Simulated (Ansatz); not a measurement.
Stretching the Br1–Br2 bond in Br2 (multiplicity 1 held). Energies count from the point at 2.316 Å.


R- and RO- levels are restricted; in cc, def2 and unpolarised 6-31G sets they are followed outwards from rest.

Codes used: Ansatz (a first-principles code) with Gaussian orbitals. 

**Question.** Predict the energy at R = 9.263 Å from R-r2SCAN/cc-pVTZ.

**Answer.** 85.3 kcal/mol

**Question.** What energy at R = 9.263 Å does R-B3LYP/cc-pVTZ give?

**Answer.** 88.7 kcal/mol

**Question.** Estimate the energy at R = 9.263 Å that R-HF/cc-pVTZ returns for this input.

**Answer.** 148.0 kcal/mol

Doubts at one or more of the structures used: a restricted determinant that unrestricted orbitals would lower (R-HF/cc-pVTZ, R-r2SCAN/cc-pVTZ, R-B3LYP/cc-pVTZ).
